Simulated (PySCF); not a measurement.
r2SCAN on Cr²⁺ (chromium, charge +2)

Configuration: [Ar] 3d4, high-spin 5D determinant. Calculation: PySCF 2.14, in Sapporo-DKH3-DZP-2012 (6s5p3d1f, 43 functions); scalar relativity by spin-free X2C-1e.

| Quantity | Value |
| --- | --- |
| Total energy | -1049.846 hartree |
| One-electron energy | -1428.150 hartree |
| Hartree (Coulomb) energy | 426.939 hartree |
| Exchange-correlation energy | -48.635 hartree |
| ⟨S²⟩ | 6.0005 |
| ⟨L²⟩ | 6.007 |
| Sum of ⟨r⟩ | 14.64 bohr |
| Sum of ⟨r²⟩ | 16.55 bohr² |
| Traceless quadrupole moment −½Σ⟨3z² − r²⟩ along its main axis | -0.540 e·bohr² |
| Langevin diamagnetic susceptibility | -13.1 ×10⁻⁶ cm³/mol |
| Time after the integrals | 0.75 s of wall time on 1 thread of Intel(R) Xeon(R) 6975P-C (shared host) |

| shell | electrons | mean orbital energy (hartree) | spread (hartree) | rms radius, mean of both spins (bohr) |
| --- | --- | --- | --- | --- |
| 1s β | 1 | -217.54325 | 0 | 0.0735 |
| 1s α | 1 | -217.54274 | 0 | 0.0735 |
| 2s α | 1 | -25.60718 | 0 | 0.318 |
| 2s β | 1 | -25.53690 | 0 | 0.318 |
| 2p α | 3 | -21.59455 | 0.01446 | 0.288 |
| 2p β | 3 | -21.54037 | 0.02880 | 0.288 |
| 3s α | 1 | -3.65199 | 0 | 0.966 |
| 3s β | 1 | -3.46581 | 0 | 0.966 |
| 3p α | 3 | -2.55651 | 0.00944 | 1.04 |
| 3p β | 3 | -2.36785 | 0.06707 | 1.04 |
| 3d α | 4 | -0.90011 | 0.05780 | 1.37 |

Densities and radii are taken from the X2C orbitals without a picture-change correction, which distorts them close to the nucleus.
